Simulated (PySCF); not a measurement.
Cr⁺: excitation energy

Cr⁺ [Ar] 3d5 (6S) → Cr⁺ [Ar] 3d4 4s1 (6D), as a difference of total energies. Calculation: PySCF 2.14, in x2c-QZVPPall (11s7p5d3f2g, 96 functions); the spin-free X2C one-electron Hamiltonian (Gaussian nucleus). Correlated levels: valence: [Ar] frozen; valence and next inner shell: [Ne] frozen. The calculations carry no spin-orbit coupling.

```
                                method  excitation energy (eV)
                                   UHF                   0.731
                                   LDA                   1.727
                                   PBE                   1.575
                                  PBE0                   1.509
                                r2SCAN                   1.411
                                 B97-3                   1.486
                                 TPSSh                   1.518
                                  BLYP                   1.436
                         MP2 (valence)                   1.364
                     SCS-MP2 (valence)                   0.942
    MP2 (valence and next inner shell)                   1.701
SCS-MP2 (valence and next inner shell)                   1.270
```

Problem. How much does correlation contribute at MP2 (valence and next inner shell)?

Solution. 1.701 − (0.731) = 0.970 eV, measured against UHF.

Errors of the correlated levels include the incompleteness of this basis and the frozen core.

The basis was made for the ground configuration and has no added diffuse functions, so the excitation energy can come out too high.

For comparison: 1.522 eV (measured; NIST levels, between the centres of gravity of the two terms).
